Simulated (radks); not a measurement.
Values are calculated unless marked as measured or tabulated.
Q: Ionisation of Zn2+, [Ar] 3d10, to Zn3+, [Ar] 3d9, under several functionals. Scalar-relativistic Kohn-Sham, spin-polarised, spherical densities, finite nucleus; open shells are filled with parallel spins first; a radial shooting solver on a logarithmic mesh with Libxc functionals. Known Delta-SCF values: SOGGA 40.082 eV. What does OLYP give, and what is its highest occupied eigenvalue?

A: 40.349 eV by Delta-SCF; the 3d eigenvalue is -30.917 eV. NIST: 39.723 eV (measured).
